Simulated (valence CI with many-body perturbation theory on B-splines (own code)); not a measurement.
**Hf XXIV: E2, M1 decay**

Method: valence CI with perturbative core correlation (CI+MBPT): three valence electrons over a frozen Dirac-Fock core [Kr] 4d10, a basis of 7 s, 7 p, 7 d, 7 f, 4 g, 2 h functions for each j, with the one-electron correlation potential Σ1 (screened to all orders), the two-electron term Σ2, the three-electron term Σ3, Breit, model QED; selected single and double excitations, second order for the rest, scaled by the run's own slope (own B-spline code, finite nucleus).

No measured levels were compared; by estimate terms of the open shell hold to a few per cent of their energy, and close levels can change places. Excitations out of the core, of the other parity, are not computed and may begin above about 152 eV (a cautious bound); beyond it only levels of the ground parity were kept, without lifetimes.

Lines 51 to 100 of 120 in falling wavelength, among levels below 152.35 eV, chosen from the decays that carry over 1 % of a level's rate. Wavelengths and rates use the calculated energies, so an error of 2000 cm⁻¹ moves a line at 3840 Å by 7.7 % and its rate by three times that or more. Electric multipoles are in the length gauge, E1 and E2 with the static RPA response of the core. Weak lines are less certain than strong ones. Lines between different terms over intervals too small for the method are left out, as are lines whose strength nearly cancels. Where a level lies close to another of its J and parity, the split of strength between their lines is uncertain.

Levels are named by their leading jj configuration (3d3/2^4 stands for four electrons in 3d with j = 3/2), which in mixed levels can hold well under half, so a name can repeat and another be missing. Letters in brackets count levels of one name in rising energy.

```
λ vac (Å)                       Upper                       Lower  Type   A (s⁻¹)  Branch %
     3840  (4f5/2 4f7/2^2) J=13/2 [b]      (4f5/2^2 4f7/2) J=15/2    M1  4.51e+00       2.7
     3828       (4f5/2^2 4f7/2) J=1/2   (4f5/2^2 4f7/2) J=3/2 [a]    M1  6.85e+01      39.1
     3761   (4f5/2 4f7/2^2) J=7/2 [a]   (4f5/2^2 4f7/2) J=5/2 [a]    M1  6.10e+01      25.3
     3745   (4f5/2 4f7/2^2) J=3/2 [a]   (4f5/2^2 4f7/2) J=5/2 [a]    M1  1.03e+02      29.7
     3713  (4f5/2 4f7/2^2) J=11/2 [b]      (4f5/2^2 4f7/2) J=13/2    M1  7.76e+00       3.6
     3632             (4f7/2^3) J=9/2   (4f5/2 4f7/2^2) J=9/2 [a]    M1  2.26e+02      53.6
     3606   (4f5/2 4f7/2^2) J=5/2 [a]   (4f5/2^2 4f7/2) J=7/2 [b]    M1  4.04e+00       1.4
     3579  (4f5/2 4f7/2^2) J=11/2 [b]  (4f5/2 4f7/2^2) J=11/2 [a]    M1  9.62e+01      44.7
     3477   (4f5/2 4f7/2^2) J=3/2 [b]   (4f5/2 4f7/2^2) J=3/2 [a]    M1  2.61e+02      44.8
     3448   (4f5/2^2 4f7/2) J=5/2 [c]   (4f5/2^2 4f7/2) J=5/2 [b]    M1  3.04e+01      17.4
     3420      (4f5/2 4f7/2^2) J=17/2      (4f5/2^2 4f7/2) J=15/2    M1  1.09e+02      79.5
     3405             (4f7/2^3) J=9/2   (4f5/2^2 4f7/2) J=7/2 [b]    M1  4.57e+01      10.8
     3366   (4f5/2 4f7/2^2) J=7/2 [b]   (4f5/2 4f7/2^2) J=9/2 [b]    M1  7.07e+00       5.1
     3139   (4f5/2^2 4f7/2) J=5/2 [c]   (4f5/2^2 4f7/2) J=7/2 [a]    M1  2.01e+01      11.6
     3137      (4f5/2^2 4f7/2) J=15/2  (4f5/2 4f7/2^2) J=15/2 [a]    M1  1.43e+02      45.2
     3117   (4f5/2 4f7/2^2) J=7/2 [b]   (4f5/2 4f7/2^2) J=7/2 [a]    M1  7.56e+00       5.4
     3099  (4f5/2 4f7/2^2) J=11/2 [a]  (4f5/2 4f7/2^2) J=13/2 [a]    M1  7.18e+01      29.4
     3086   (4f5/2^2 4f7/2) J=5/2 [c]   (4f5/2^2 4f7/2) J=3/2 [a]    M1  5.04e+00       2.9
     3016   (4f5/2 4f7/2^2) J=9/2 [b]       (4f5/2^2 4f7/2) J=9/2    M1  7.57e+01      34.9
     3005      (4f5/2^2 4f7/2) J=13/2  (4f5/2 4f7/2^2) J=13/2 [a]    M1  6.80e+01      20.5
     2895   (4f5/2^2 4f7/2) J=3/2 [b]   (4f5/2^2 4f7/2) J=5/2 [b]    M1  1.30e+01      12.4
     2875   (4f5/2 4f7/2^2) J=5/2 [a]   (4f5/2^2 4f7/2) J=5/2 [b]    M1  3.05e+01      10.6
     2757  (4f5/2 4f7/2^2) J=15/2 [b]      (4f5/2^2 4f7/2) J=13/2    M1  2.19e+02      55.2
     2712   (4f5/2^2 4f7/2) J=5/2 [c]   (4f5/2^2 4f7/2) J=5/2 [a]    M1  2.27e+01      13.1
     2699  (4f5/2 4f7/2^2) J=13/2 [b]      (4f5/2^2 4f7/2) J=13/2    M1  5.60e+01      33.5
     2669   (4f5/2 4f7/2^2) J=3/2 [a]             (4f5/2^3) J=3/2    M1  5.80e+01      16.8
     2657   (4f5/2 4f7/2^2) J=5/2 [a]   (4f5/2^2 4f7/2) J=7/2 [a]    M1  1.26e+02      44.1
     2636   (4f5/2^2 4f7/2) J=3/2 [b]   (4f5/2^2 4f7/2) J=3/2 [a]    M1  8.03e+01      76.6
     2627  (4f5/2 4f7/2^2) J=13/2 [b]  (4f5/2 4f7/2^2) J=11/2 [a]    M1  1.97e+01      11.8
     2619   (4f5/2 4f7/2^2) J=5/2 [a]   (4f5/2^2 4f7/2) J=3/2 [a]    M1  5.03e+01      17.6
     2559       (4f5/2^2 4f7/2) J=9/2             (4f5/2^3) J=9/2    M1  2.11e+02      84.1
     2546             (4f7/2^3) J=9/2   (4f5/2^2 4f7/2) J=7/2 [a]    M1  1.87e+01       4.4
     2417       (4f5/2^2 4f7/2) J=1/2             (4f5/2^3) J=3/2    M1  1.06e+02      60.6
     2386   (4f5/2 4f7/2^2) J=7/2 [b]   (4f5/2 4f7/2^2) J=9/2 [a]    M1  4.82e+00       3.5
     2352  (4f5/2^2 4f7/2) J=11/2 [b]       (4f5/2^2 4f7/2) J=9/2    M1  7.09e+00       8.4
     2344   (4f5/2 4f7/2^2) J=5/2 [a]   (4f5/2^2 4f7/2) J=5/2 [a]    M1  1.71e+01       6.0
     2286   (4f5/2 4f7/2^2) J=7/2 [b]   (4f5/2^2 4f7/2) J=7/2 [b]    M1  5.22e+00       3.8
     2267   (4f5/2 4f7/2^2) J=9/2 [a]  (4f5/2^2 4f7/2) J=11/2 [a]    M1  4.38e+01      19.6
     2258      (4f5/2^2 4f7/2) J=15/2  (4f5/2 4f7/2^2) J=13/2 [a]    M1  1.62e+02      51.2
     2160  (4f5/2 4f7/2^2) J=11/2 [a]  (4f5/2^2 4f7/2) J=11/2 [a]    M1  6.85e+01      28.0
     2114      (4f5/2^2 4f7/2) J=13/2  (4f5/2^2 4f7/2) J=11/2 [a]    M1  2.63e+02      79.5
     2101   (4f5/2 4f7/2^2) J=3/2 [b]   (4f5/2^2 4f7/2) J=5/2 [b]    M1  1.11e+01       1.9
     2099   (4f5/2^2 4f7/2) J=5/2 [c]             (4f5/2^3) J=3/2    M1  6.95e+01      39.9
     2095       (4f5/2 4f7/2^2) J=1/2   (4f5/2^2 4f7/2) J=3/2 [a]    M1  2.98e+01      23.4
     2070   (4f5/2^2 4f7/2) J=7/2 [a]             (4f5/2^3) J=9/2    M1  1.79e+01      63.9
     2062             (4f7/2^3) J=9/2       (4f5/2^2 4f7/2) J=9/2    M1  8.76e+00       2.1
     1969   (4f5/2 4f7/2^2) J=7/2 [b]   (4f5/2^2 4f7/2) J=5/2 [b]    M1  1.61e+00       1.2
     1961   (4f5/2 4f7/2^2) J=3/2 [b]   (4f5/2^2 4f7/2) J=3/2 [a]    M1  1.23e+01       2.1
     1958  (4f5/2 4f7/2^2) J=11/2 [b]       (4f5/2^2 4f7/2) J=9/2    M1  3.92e+01      18.2
     1955   (4f5/2^2 4f7/2) J=5/2 [b]             (4f5/2^3) J=9/2    E2  5.72e-01       3.1
```
